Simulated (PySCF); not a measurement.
## Correlation energy of N (nitrogen, neutral)

[He] 2s1 2p4, high-spin 4P determinant (an excited configuration). All numbers are calculated (PySCF 2.14, scalar relativity by spin-free X2C-1e, in aug-cc-pVDZ-DK (4s3p2d, 23 functions)). Frozen: 1s2; 5 electrons correlated.

| level | correlation energy (mhartree) |
| --- | --- |
| CCSD | -96.22 |
| (T) | -3.64 |
| CCSD(T) | -99.86 |

Diagnostics: T1 = 0.024, D1 = 0.0573, largest double amplitude 0.205.

A double-excitation amplitude exceeds 0.15, a sign of near-degeneracy.

Cost of the coupled-cluster step: of the order of 0.4 core-seconds, for 5 correlated electrons.
